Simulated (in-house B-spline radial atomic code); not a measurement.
Values are calculated unless marked as measured or tabulated.
## What the choice of pseudopotential does to G0W0 on PBE0: Zn²⁺

All numbers come from a B-spline radial code for spherical atoms, non-relativistic, configuration [Ar] 3d10, open shells at high spin. Semilocal Troullier-Martins pseudo-atoms, one channel per l, are made with PBE or LDA for several valence sets and radii, with or without a model core, and set against the all-electron atom. One channel fits only the lowest state of its l, so a second state of that l is approximate. All electrons give 3d: PBE0 -33.95 eV, G0W0 -40.21 eV. Potentials are made in the ion's own configuration unless the neutral atom is named, and a smooth local potential serves every l without a channel. Potentials that miss their own reference levels by more than 6 millihartree, or need radii over 3.5 bohr, are left out. Columns give pseudo minus all-electron, in eV; a dash marks a level in the core or of low weight.

| valence | made with | radii (bohr) | model core (bohr) | 3d PBE0 | 3d G0W0 |
| --- | --- | --- | --- | --- | --- |
| 3d | PBE, neutral atom | s 1.71 p 2.46 d 1.35 | none | +1.18 | +5.14 |
| 3d | LDA | s 1.92 p 2.25 d 1.69 | none | +0.78 | +4.33 |
| 3d | LDA, neutral atom | s 2.73 p 3.40 d 2.19 | none | +0.32 | +3.29 |
| 3d | PBE | s 1.74 p 2.09 d 1.52 | 0.36 | +1.66 | +5.54 |
| 3p 3d | PBE | s 1.54 p 0.48 d 1.35 | none | +0.19 | +1.52 |
| 3p 3d | PBE, neutral atom | s 1.93 p 0.54 d 1.52 | none | +0.26 | +1.50 |
| 3p 3d | LDA, neutral atom | s 2.42 p 0.69 d 1.94 | none | -0.19 | +0.89 |
| 3p 3d | PBE, neutral atom | s 2.79 p 0.78 d 2.19 | none | -0.09 | +1.09 |
| 3p 3d | PBE | s 1.93 p 0.60 d 1.69 | 0.32 | +0.31 | +1.48 |
| 3s 3p 3d | LDA, neutral atom | s 0.48 p 0.48 d 1.35 | none | -0.32 | -0.23 |
| 3s 3p 3d | PBE, neutral atom | s 0.54 p 0.54 d 1.52 | none | -0.13 | -0.08 |
| 3s 3p 3d | PBE | s 0.78 p 0.78 d 2.19 | none | +0.29 | +0.47 |
| 3s 3p 3d | PBE, neutral atom | s 0.60 p 0.60 d 1.69 | 0.32 | -0.19 | -0.20 |
| 3s 3p 3d | LDA, neutral atom | s 0.69 p 0.69 d 1.94 | 0.32 | -0.50 | -0.55 |

**Question.** How does the G0W0 shift of 3d, which all sets hold, depend on the valence set?

**Answer.** Mean size: 3s 3p 3d: 0.31 eV; 3p 3d: 1.30 eV; 3d: 4.57 eV. A semicore state feels strong exchange with the other subshells of its n, so the gain is largest when that whole shell is in the valence. The means mix radii and the functional used in making the potentials.
